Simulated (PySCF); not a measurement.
## Nickel: a sound run and one with changed settings

Sound run: Ni [Ar] 3d8 4s2, Ni⁺ [Ar] 3d9. Calculation: PySCF 2.14, in x2c-SVPall (5s3p3d1f, 36 functions); scalar relativity by spin-free X2C-1e. In the sound run the correlated levels freeze [Ar]. The sound run starts from symmetry-adapted Hartree-Fock orbitals and uses a fine grid where one is needed.

Changed run: initial guess minao, at most 50 SCF cycles.

```tsv
species	method	sound run (hartree)	changed run (hartree)	converged
Ni	UHF	-1518.83277	-1518.77026	yes
Ni	M06-L	-1520.22279	-1520.23422	yes
Ni	MN15	-1521.12366	-1521.12366	yes
Ni⁺	UHF	-1518.53264	-1518.53264	yes
Ni⁺	M06-L	-1519.94087	-1519.94087	yes
Ni⁺	MN15	-1520.88186	-1520.88297	yes
Ni⁺	MP2	-1518.78117	-1518.78117	yes
```

Ionisation energy of Ni:

| method | sound run (eV) | changed run (eV) |
| --- | --- | --- |
| MN15 | 6.580 | 6.550 |

The plain start fixes occupations by D2h representation alone, and Ni at UHF, Ni at M06-L landed in another state (other ⟨L²⟩ or ⟨S²⟩). 

For comparison, NIST gives 7.640 eV between the lowest levels.
